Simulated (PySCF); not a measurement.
GaCl₂⁺ (singlet). Method: PBE0/[Ga def2-TZVP, Cl def2-TZVP], no relativity, density fitting, PySCF.

Harmonic bands of its minimum:

```tsv
ω (cm⁻¹)	IR (km/mol, summed over degenerate members)	degeneracy
114	18.4	2
426	0.0	1
612	65.5	1
```

Problem. The central atom is Ga. Infer the point group and assign the bands.

Solution. D∞h. The modes span πu + σg+ + σu+: 114 πu, 426 σg+, 612 σu+. The computed geometry has Ga–Cl 2.024 Å (×2); Cl–Ga–Cl 180.0°.

Only a few start shapes were tried, so a lower isomer may exist.
